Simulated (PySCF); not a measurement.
# Computed structure and properties of [SmCl3(H2O)]−

System: [SmCl3(H2O)]− (singlet in the valence; each metal's 4f electrons, 6 of them, lie in its core potential, out of spins and levels); start: displaced along the imaginary mode (C1). Method: PySCF 2.14.0, RKS PBE0, Sm lcecp-0-SVP with ECP52, Cl def2-SVP, O def2-SVP, H def2-SVP; non-relativistic Hamiltonian with scalar-relativistic core potentials where named; density fitting; no spin-orbit coupling.

Input of the relaxation:

```python
mol = gto.M(atom='''
Sm     0.13566    -0.02922     0.02967
Cl     1.40942     1.76537     1.64375
Cl    -2.50497    -0.68413     0.69160
Cl     1.40850    -1.64295    -1.76741
O     -1.69865     1.38172    -1.37439
H     -2.23977     1.36528    -0.52420
H     -2.10959     0.60052    -1.84196''',
    basis={'Sm': 'lcecp-0-SVP', 'Cl': 'def2-SVP', 'O': 'def2-SVP', 'H': 'def2-SVP'},
    ecp={'Sm': 'lcecp-0-SVP'},
    charge=-1, spin=0)
mf = dft.RKS(mol, xc='PBE0')
mf.grids.atom_grid = (50, 194)  # f atoms: unpruned, at least (60, 302)
mf = mf.density_fit()  # fitting sets: Sm AutoAux, Cl def2-universal-JKFIT, O def2-universal-JKFIT, H def2-universal-JKFIT
mf.conv_tol = 1e-08; mf.max_cycle = 55
mf.kernel(dm0)  # dm0: converged density of the start geometry
# quasi-Newton relaxation in Cartesian coordinates to a largest gradient under 0.00045 Eh/bohr, steps kept in the point group
```

Run from Python with OMP_NUM_THREADS=2; the lines above give its settings. Where DIIS fails, smearing, a level shift and second-order steps follow.
It took 3 min on 2 threads of Arm Neoverse V1, on a shared host, from the converged density of the start.

Course of the relaxation:

```json
{"step": "0", "energy above end (eV)": "0.2777", "largest force component within the symmetry (eV/Å)": "1.184"}
{"step": "1", "energy above end (eV)": "0.2252", "largest force component within the symmetry (eV/Å)": "0.294"}
{"step": "2", "energy above end (eV)": "0.2131", "largest force component within the symmetry (eV/Å)": "0.146"}
{"step": "3", "energy above end (eV)": "0.2024", "largest force component within the symmetry (eV/Å)": "0.445"}
{"step": "4", "energy above end (eV)": "0.1921", "largest force component within the symmetry (eV/Å)": "0.649"}
{"step": "5", "energy above end (eV)": "0.1692", "largest force component within the symmetry (eV/Å)": "0.653"}
{"step": "6", "energy above end (eV)": "0.1326", "largest force component within the symmetry (eV/Å)": "0.347"}
{"step": "7", "energy above end (eV)": "0.1129", "largest force component within the symmetry (eV/Å)": "0.416"}
{"step": "26", "energy above end (eV)": "0.0012", "largest force component within the symmetry (eV/Å)": "0.048"}
{"step": "27", "energy above end (eV)": "0.0007", "largest force component within the symmetry (eV/Å)": "0.033"}
{"step": "28", "energy above end (eV)": "0.0004", "largest force component within the symmetry (eV/Å)": "0.032"}
{"step": "29", "energy above end (eV)": "0.0002", "largest force component within the symmetry (eV/Å)": "0.022"}
{"step": "30", "energy above end (eV)": "0.0000", "largest force component within the symmetry (eV/Å)": "0.014"}
{"step": "31", "energy above end (eV)": "0.0000", "largest force component within the symmetry (eV/Å)": "0.006"}
```
(The steps between are left out.)

Relaxed geometry (Cs):

```xyz
7

Sm    0.0031    0.3177    0.3543
Cl    1.8361    1.6222    1.9100
Cl   -2.5658   -0.4175    1.1124
Cl    0.5288   -0.9834   -2.0427
O    -1.7136    1.1287   -1.4775
H    -2.3817    0.6437   -0.9511
H    -1.3064    0.4452   -2.0485
```

```
     contact      Å
Sm1–Cl2 (Cl)  2.735
Sm1–Cl3 (Cl)  2.777
Sm1–Cl4 (Cl)  2.777
Sm1–O5 (H2O)  2.638
```

On the finer grid (75, 302):

```yaml
HOMO: not given (4f levels lie in the core)
LUMO: not given (4f levels lie in the core)
Dipole_about_the_centre_of_mass: 0.75 D
Set_of_Mulliken_populations_of_Sm1_outside_the_core_potential: s 2.22, p 6.29, d 0.96, f 0.02
D3_BJ_dispersion_energy_not_in_the_energies: -0.182 eV
```

```tsv
atom	Mulliken (e)	Löwdin (e)	spin (e)
Sm1	0.50	-0.11	0.00
Cl2	-0.51	-0.31	0.00
Cl3	-0.53	-0.31	0.00
Cl4	-0.53	-0.31	0.00
O5	-0.33	-0.10	0.00
H6	0.20	0.07	0.00
H7	0.20	0.07	0.00
```

The 4f levels lie in the core potential and are missing. Their spin isn't counted.

On the grid (50, 194), as all that follows. Harmonic modes: a minimum within the noise of the softest modes; lowest 51 cm⁻¹ (negative: unstable), highest 3660 cm⁻¹, zero-point energy 0.757 eV.

Taking off one Cl (charge -1, singlet; the rest: singlet) in vacuum, both parts rigid, costs 4.03 eV; the small basis without counterpoise inflates it.

Rigid scan of Cl along the line from its metal:

(distance to Cl2 (Å), energy (eV)): (2.44, 0.425), (2.54, 0.165), (2.64, 0.037), (2.74, 0.000), (2.84, 0.028), (2.94, 0.099), (3.14, 0.320), (3.44, 0.724), (3.84, 1.260), (4.34, 1.833)

Taking off one H2O (charge 0, singlet; the rest: singlet) in vacuum, both parts rigid, costs 1.16 eV; the small basis without counterpoise inflates it.

Rigid scan of H2O along the line from its metal:

distance to O5 (Å), energy (eV) and a bar:
```
     2.34      0.248 ##########
     2.44      0.095 ####
     2.54      0.020 #
     2.64      0.000 
     2.74      0.016 #
     2.84      0.055 ##
     3.04      0.170 #######
     3.34      0.362 ##############
     3.74      0.582 ######################
     4.24      0.779 ##############################
```

One start shape was tried, so this needn't be the lowest isomer.

An lcecp potential fixes the number of 4f electrons, so in runs with it no electron can move into or out of that shell.
